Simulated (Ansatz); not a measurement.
```yaml
crystal:
  periodic: [false, false, false]
  atoms:
    - {symbol: C, position_ang: [-0.647936, 0.699558, -0.242975]}
    - {symbol: Si, position_ang: [-0.072001, -0.432821, 0.045836]}
    - {symbol: N, position_ang: [0.969005, -0.243456, 0.576323]}
    - {symbol: Br, position_ang: [0.019531, -1.246723, -1.302081]}
    - {symbol: H, position_ang: [-0.177114, 1.107159, -0.614162]}
    - {symbol: H, position_ang: [-0.764631, 0.948819, 0.337487]}
    - {symbol: H, position_ang: [-1.318801, 0.500589, -0.505505]}
    - {symbol: H, position_ang: [-0.553228, -0.888322, 0.673585]}
    - {symbol: H, position_ang: [1.223335, 0.181169, 0.249471]}
    - {symbol: H, position_ang: [1.122725, -0.673242, 0.748205]}
basis:
  gaussian: {orbitals: def2-TZVPP}
hamiltonian: {xc: {name: B97M-V}}
accuracy: high
output: {forces: true}
```

```sh
$ ansatz run in.yaml --threads 4 --pin off --events-out ev --progress --plain --max-ram 10444MiB
```

Output, abridged:

```
Functional definition: B97M-V
3671 factors; integrals over basis functions are off by at most 4.8e-9 eV
mean field evaluation 1: about -80404.2409 eV, gradient 1.6e2 eV
mean field evaluation 2: about -80218.5332 eV, gradient 2.9e2 eV
mean field evaluation 4: about -80445.7642 eV, gradient 2.0e1 eV
mean field evaluation 8: about -80446.5001 eV, gradient 4.0e-1 eV
mean field evaluation 16: about -80446.5003 eV, gradient 2.7e-5 eV
mean field -80446.50029161 eV, -2956.3543571204 hartree, gradient 6.4e-8 eV, S^2 0.000000; 0 other end points of the search recorded, 0 dependent functions left out
reference -80446.50029648 eV, -2956.3543572991 hartree; 34, 34 occupied and 202, 202 virtual orbitals, 3671 factors
Total energy: -80446.50029648 eV, -2956.3543572991 hartree
Atom 0 at    -0.647936     0.699558    -0.242975 Å, force    -4.024210    -1.718466   -33.472382 eV/Å
Atom 1 at    -0.072001    -0.432821     0.045836 Å, force   -20.150441    -1.823601   -11.839942 eV/Å
Atom 2 at     0.969005    -0.243456     0.576323 Å, force   -38.485155   105.705353    11.125887 eV/Å
Atom 3 at     0.019531    -1.246723    -1.302081 Å, force     2.755184   -25.863521   -39.806358 eV/Å
Atom 4 at    -0.177114     1.107159    -0.614162 Å, force    23.314484    21.763227   -20.339656 eV/Å
Atom 5 at    -0.764631     0.948819     0.337487 Å, force   -11.431099    26.195170    58.423079 eV/Å
Atom 6 at    -1.318801     0.500589    -0.505505 Å, force   -28.936523    -7.031808   -13.030157 eV/Å
Atom 7 at    -0.553228    -0.888322     0.673585 Å, force   -23.884290   -22.021113    29.260053 eV/Å
Atom 8 at     1.223335     0.181169     0.249471 Å, force    40.196291    61.037366   -44.855278 eV/Å
Atom 9 at     1.122725    -0.673242     0.748205 Å, force    60.645759  -156.242607    64.534753 eV/Å
Dipole moment:     0.164077     0.176507     0.021939 e Å
```

In this input the geometry is squeezed to about two thirds of its size. The calculation finished and met its thresholds. The result belongs to that input, not to the molecule as meant.
